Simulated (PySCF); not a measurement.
SMILES c1cc[cH-]c1 (charge -1) (CAM-B3LYP/def2-SVP optimised geometry):

```
10

C     -0.704    -1.190     0.000
C      0.707    -1.190     0.000
C      1.142     0.152     0.000
C      0.000     0.981     0.001
C     -1.141     0.151     0.001
H     -1.347    -2.077     0.000
H      1.352    -2.076     0.000
H      2.183     0.492     0.000
H     -0.001     2.077     0.001
H     -2.183     0.489     0.001
```

Method: CAM-B3LYP/def2-TZVPD (PySCF).

Question: What are the frontier orbital energies?

Answer: HOMO-2 -5.80 eV, HOMO-1 -1.24 eV, HOMO -1.24 eV, LUMO 4.87 eV, LUMO+1 5.23 eV.

On the same geometry PySCF with PBE/def2-TZVPD gives HOMO-2 -2.82 eV, HOMO-1 0.92 eV, HOMO 0.92 eV, LUMO 3.87 eV, LUMO+1 4.33 eV.

Meta-Löwdin charges at CAM-B3LYP/def2-TZVPD: C1 -0.26, C2 -0.26, C3 -0.26, C4 -0.26, C5 -0.26, H6 0.06, H7 0.06, H8 0.06, H9 0.06, H10 0.06.
